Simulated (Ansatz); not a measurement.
Geometry optimisation, RKS B3LYP-D4/def2-SVP (Ansatz).

input.yaml

```yaml
crystal:
  periodic: [false, false, false]
  atoms:
    - { symbol: O, position_ang: [1.65855, 0.63228, 2.1094] }
    - { symbol: B, position_ang: [0.86258, 0.69354, 1.22326] }
    - { symbol: C, position_ang: [-0.16479, 0.72592, 0.07367] }
    - { symbol: Al, position_ang: [-0.40933, -1.04058, -0.83556] }
    - { symbol: H, position_ang: [0.15695, 1.47795, -0.66129] }
    - { symbol: H, position_ang: [-1.12797, 1.07166, 0.4765] }
    - { symbol: H, position_ang: [0.41138, -1.44539, -2.08409] }
    - { symbol: H, position_ang: [-1.38738, -2.11537, -0.30189] }
basis:
  gaussian: { orbitals: def2-SVP }
hamiltonian:
  xc: b3lyp
  dispersion: d4
relax:
  f_tol: 0.02
  max_steps: 50
```

Launched with:

```bash
$ ansatz run input.yaml --threads 1 --pin off --max-ram 2048MiB --backend cpu --events-out ev --progress --plain --runs-dir out
```

Where does it end, and by what steps?

The run converged. After 5 steps the energy has fallen by 0.070 eV; H7 moved furthest, 0.13 Å.

```json
{"step": "0", "energy less start (eV)": "0.0000", "largest force component (eV/Å)": "1.534", "accepted": "yes"}
{"step": "1", "energy less start (eV)": "-0.0655", "largest force component (eV/Å)": "0.319", "accepted": "yes"}
{"step": "2", "energy less start (eV)": "-0.0690", "largest force component (eV/Å)": "0.044", "accepted": "yes"}
{"step": "3", "energy less start (eV)": "-0.0696", "largest force component (eV/Å)": "0.057", "accepted": "yes"}
{"step": "4", "energy less start (eV)": "-0.0702", "largest force component (eV/Å)": "0.059", "accepted": "yes"}
{"step": "5", "energy less start (eV)": "-0.0704", "largest force component (eV/Å)": "0.005", "accepted": "yes"}
```

```xyz
8
Properties=species:S:1:pos:R:3
O 1.659 0.534 2.050
B 0.833 0.668 1.175
C -0.191 0.738 0.053
Al -0.376 -1.038 -0.800
H 0.140 1.484 -0.690
H -1.161 1.055 0.474
H 0.517 -1.377 -2.061
H -1.421 -2.064 -0.202
```

Time of the run: 19 s on 1 CPU thread of a shared host.
